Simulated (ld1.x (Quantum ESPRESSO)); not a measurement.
What one change does to a pseudopotential (bromine (Br), TM)

Br, norm-conserving Troullier–Martins (Kleinman–Bylander form), made with ld1.x (Quantum ESPRESSO) 7.5 (LDA (PZ), scalar-relativistic). Core [Ar] 3d10, reference 4s1.75 4p5.25. Waves: 4s (bound): rc 1.10 bohr; 4p (bound): rc 1.80 bohr. Local part: all-electron potential smoothed inside 1.55 bohr (lloc = -2). Core correction: a·sin(br)/r model core, default radius (core density twice the valence density).

All-electron outer shells of the reference configuration (LDA (PZ), scalar-relativistic, ld1.x):

```tsv
shell	level (eV)	outermost node (bohr)	outermost maximum (bohr)
3p	-173.60	0.21	0.48
3d	-67.39	–	0.43
4s	-20.53	0.67	1.41
4p	-8.16	0.70	1.66
```

Change: local potential the s channel.

Cutoffs: the cutoffs (Ry, on a coarse ladder) from which the occupation-weighted sum of valence levels, in a spherical-Bessel basis at the reference potential, stays within 10 and 1 mRy of its value at 400 Ry; they do not see the model core or the augmentation charge, which bear on the density cutoff. Errors are all-electron minus pseudo energies relative to the spin-unpolarised reference configuration.

Task: Predict the effect on cutoff, ghosts and configuration errors.

Result: The potential gets neither clearly harder nor softer (100 Ry and 200 Ry → 100 Ry and 200 Ry); a bound ghost appears in p, which as a rule spoils a file; of the 9 tests that both files solve, the error grows in 7 and shrinks in 1 by more than 15 % and 0.3 meV (median size 1.3 → 13.2 meV). In the separable form a ghost depends on how the local part lies against the semilocal potential of the channel, so the choice of the local part can create or remove one.

```tsv
quantity	base	changed
cutoff, loose	100 Ry	100 Ry
cutoff, tight	200 Ry	200 Ry
loose cutoff by channel (10 mRy a level)	s 70 Ry, p 15 Ry	p 8 Ry, s 70 Ry
bound ghosts	none	p
error for 4s2 4p5, meV [ΔE -3.09 eV]	-0.4	-1.1
error for 4s2 4p4, meV [ΔE 9.62 eV]	-1.2	-16
error for 4s2 4p3, meV [ΔE 32.57 eV]	+1.3	-80
error for 4s1 4p5, meV [ΔE 22.67 eV]	-3.6	-68
error for 4s2 4p5.3, meV [ΔE -5.09 eV]	+0.4	-3.8
error for 4s1 4p6, meV [ΔE 9.33 eV]	-4.5	-13
error for 4s2 4p1, meV [ΔE 113.14 eV]	-11	-213
error for 4s1.75 4p5.25 (spin-polarised), meV [ΔE -0.16 eV]	+1.6	+1.4
error for 4s2 4p5 (spin-polarised), meV [ΔE -3.24 eV]	+1.2	-0.1
s: phases at 1.94 bohr within 0.05 rad from the reference energy up to (Ry; the scan ends near 5)	2.5	2.4
p: phases at 1.94 bohr within 0.05 rad from the reference energy up to (Ry; the scan ends near 5)	4.6	3.6
```

 A true bound ghost makes a file unfit for plane-wave use even where its test errors are small: the radial tests pick states by their node count and pass the ghost by.
